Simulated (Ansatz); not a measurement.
`[GaH2][GeH2][TeH]` + `BO` → `B[O][GaH2]` + `[GeH3][TeH]` at 500 K and 1 bar (cleavage of the Ga–Ge bond).

Program: Ansatz. Geometries: PBE0-D4/def2-TZVP. ΔE: electronic, gas phase. CBS: MP2 limit from def2 TZ/QZ plus the TZ coupled-cluster correction, frozen cores. This one scheme is used for every species. def2 core potentials past Kr. For Ga, Ge, Te outer-core shells are correlated without core-valence functions, which leaves a few kJ/mol of doubt a bond. Scalar relativity is left out up to krypton.

```csv
species,CCSD(T)/CBS energy (Eh),H − E (kJ/mol),S (J/(mol·K))
`[GaH2][GeH2][TeH]`,-4270.78896,141.0,461.6
`BO`,-101.80414,113.6,256.0
`B[O][GaH2]`,-2026.35181,135.2,360.8
`[GeH3][TeH]`,-2346.24724,110.0,352.4
```

H − E and S are ideal-gas, rigid-rotor, harmonic terms from PBE0-D4/def2-TZVP, for one conformer and one mirror image of each species. 1 Eh = 2625.50 kJ/mol, R = 8.31446 J/(mol·K).

Question: By hand: ΔE, ΔH, ΔS and ΔG.

Answer: ΔE = (-2026.35181) + (-2346.24724) − (-4270.78896) − (-101.80414) = -0.00595 Eh = -15.6 kJ/mol. Δ(H − E) = 135.2 + 110.0 − 141.0 − 113.6 = -9.4, so ΔH = -25.0 kJ/mol. ΔS = 360.8 + 352.4 − 461.6 − 256.0 = -4.4 J/(mol·K). ΔG = -25.0 − 500 × (-4.4)/1000 = -22.8 kJ/mol.

Question: By hand: the equilibrium constant, and the temperature at which ΔG would vanish if ΔH and ΔS stayed fixed.

Answer: log₁₀ K = −ΔG/(RT ln 10) = 2.4. ΔG = 0 at ΔH/ΔS = 5682 K, far beyond where these terms or the molecules hold.

The number of gas molecules stays the same, so ΔS is small and ΔH decides. A doubt of 5 kJ/mol in ΔE shifts log₁₀ K by 0.5 here. Other conformers and mirror images would add mixing entropy, several J/(mol·K) or more a flexible species. Modes under 60 cm⁻¹, often nearly free rotors, make the harmonic entropy too high. These are equilibria of isolated gas molecules and say nothing of rates. Largest T1 diagnostic: 0.016 (customary marks: 0.02 for closed shells, 0.045 for open ones).
